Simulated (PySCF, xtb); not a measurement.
CClF, SMILES F[C]Cl (connectivity only; charge and spin as stated), neutral, multiplicity 1.

xtb with GFN2-xTB at its own geometry gives an orbital gap of 2.13 eV and a dipole moment of 1.64 D.

Coordinates come from a ωB97X-D3(BJ)/def2-TZVP optimisation. The isomer is the one that the SMILES or the coordinates give; other isomers of the formula were not compared.

### Question
What does PySCF with PBE/def2-TZVPD give? (An estimate is asked for; the answer gives what the named calculation found.)

### Answer
gap 2.58 eV (levels -6.69 and -4.11 eV), dipole 0.90 D.
